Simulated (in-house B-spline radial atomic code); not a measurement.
Configurations of In III (In2+), with energies counted from [Kr] 4d10 5s1. Computed with a radial B-spline atomic code at the basis-set limit: scalar-relativistic (X2C) TPSS, spin-polarised, spherical fractional occupations, Fermi nucleus of rms radius 4.6156 fm. Shells without spins written out take the highest spin.

Occupations are held fixed; configurations that lie above the ionisation limit could autoionise.

| configuration | E - E(ref) (eV) | highest orbital | its <r> (bohr) |
| --- | --- | --- | --- |
| [Kr] 4d(5 up, 4 down) 5s(0 up, 1 down) 6p(1 up, 0 down) | 33.698 | 6p up | 5.61 |
| [Kr] 4d9 5s1 6d1 | 36.59 | 6d up | 7.484 |
| [Ar] 3d10 4s2 4p5 4d10 4f1 5s1 | 97.117 | 4f up | 5.152 |
| [Ar] 3d9 4s2 4p6 4d10 5s1 5p1 | 448.11 | 5p up | 2.638 |
| [Ar] 3d9 4s2 4p6 4d10 5s1 6p1 | 460.12 | 6p up | 5.555 |
| [Ar] 3d9 4s2 4p6 4d10 5s1 5f1 | 465.3 | 5f up | 8.808 |
| [Ar] 3d(5 up, 4 down) 4s2 4p6 4d10 5s(0 up, 1 down) 5f(0 up, 1 down) | 465.33 | 5f down | 8.808 |

**Question.** Order these further configurations by energy, lowest first.
A. [Kr] 4d(4 up, 5 down) 5s(0 up, 1 down) 6s(1 up, 0 down)
B. [Kr] 4d10 6d1
C. [Kr] 4d9 5s1 5f1
D. [Kr] 4d10 5f1
E. [Ar] 3d(5 up, 4 down) 4s2 4p6 4d10 5s(0 up, 1 down) 6s(1 up, 0 down)

**Answer.** B (20.919 eV), D (22.747 eV), A (30.964 eV), C (38.38 eV), E (457.76 eV).

**Question.** How far above the reference does [Kr] 4d10 6f1 lie?

**Answer.** 24.306 eV; its least bound orbital is 6f up with <r> = 14.24 bohr.

**Question.** How far above the reference does [Ar] 3d9 4s2 4p6 4d10 5s1 6d1 lie?

**Answer.** 463.43 eV; its least bound orbital is 6d up with <r> = 7.426 bohr.
